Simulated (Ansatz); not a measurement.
Molecule: C4H9O2 (charge 0, doublet). It need not be the lowest isomer of its formula. SMILES: COC(OC)[CH2]
Structure (B3LYP-D3(BJ)/def2-TZVP (Ansatz, a program for electronic structure) minimum search):
```xyz
15

C      0.1203    -1.8666    -0.2407
C     -0.2438    -0.4465    -0.0307
O      0.8607     0.3064     0.4984
C      1.0153     0.2039     1.8987
O     -0.5877     0.1054    -1.2576
C     -1.0999     1.4272    -1.1789
H      0.0839    -2.5697     0.5780
H      0.5751    -2.1556    -1.1767
H     -1.0779    -0.3456     0.6869
H      1.3073    -0.8054     2.2092
H      0.0919     0.4790     2.4245
H      1.8047     0.8979     2.1824
H     -1.9699     1.4682    -0.5120
H     -1.4082     1.7020    -2.1855
H     -0.3419     2.1266    -0.8224
```
Charge 0, spin multiplicity 2.

Property: atomisation energy (electronic, to ground-state atoms), in kcal/mol. Correlated levels leave the core frozen unless marked. Open shells are spin-unrestricted. No spin-orbit coupling. Non-relativistic unless marked X2C. The coupled-cluster limit lacks core correlation, which all-electron functionals hold. CBS marks a two-point X^-3 extrapolation of the correlation energy; Hartree-Fock from the larger set. The bracket is a focal-point correction in the basis named.

```
level                                                     program  atomisation energy (kcal/mol)  minus last row
-------------------------------------------------  --------------  -----------------------------  --------------
HF/6-31G*                                                  Ansatz                          990.9          -384.1
HF/cc-pVTZ                                                 Ansatz                          994.5          -380.5
BLYP-D3(BJ)/def2-TZVPD                             Ansatz + dftd3                         1374.3            -0.7
revPBE-D3(BJ)/def2-TZVPD                           Ansatz + dftd3                         1368.5            -6.5
r2SCAN/def2-TZVPD                                          Ansatz                         1379.8             4.8
r2SCAN-D3(BJ)/def2-TZVPD                           Ansatz + dftd3                         1381.7             6.7
BHLYP/def2-TZVPD                                           Ansatz                         1324.3           -50.7
r2SCANh-D4/def2-TZVPD                              Ansatz + dftd4                         1372.2            -2.8
LC-wPBE-D4/def2-TZVPD                              Ansatz + dftd4                         1381.4             6.4
B2GP-PLYP-D3(BJ)/def2-TZVPD                        Ansatz + dftd3                         1356.4           -18.6
RPA@PBE/cc-pVTZ                                            Ansatz                         1281.8           -93.2
RPA@PBE/cc-pVQZ                                            Ansatz                         1297.8           -77.2
MP2/6-31G*                                                 Ansatz                         1272.6          -102.4
MP2/cc-pVDZ                                                Ansatz                         1287.1           -87.9
MP2/cc-pVTZ                                                Ansatz                         1360.5           -14.5
RI-MP2/cc-pVTZ                                             Ansatz                         1360.3           -14.7
CCSD/STO-3G                                                Ansatz                         1346.0           -29.0
CCSD/6-31G                                                 Ansatz                         1150.0          -225.0
X2C-CCSD(T)/cc-pVTZ-DK                                     Ansatz                         1339.1           -35.9
RI-MP2/CBS(cc-pVTZ,cc-pVQZ)+[CCSD(T)-MP2]/cc-pVDZ          Ansatz                         1378.0             3.0
RI-MP2/CBS(cc-pVTZ,cc-pVQZ)+[CCSD(T)-MP2]/cc-pVTZ          Ansatz                         1375.0             0.0
```
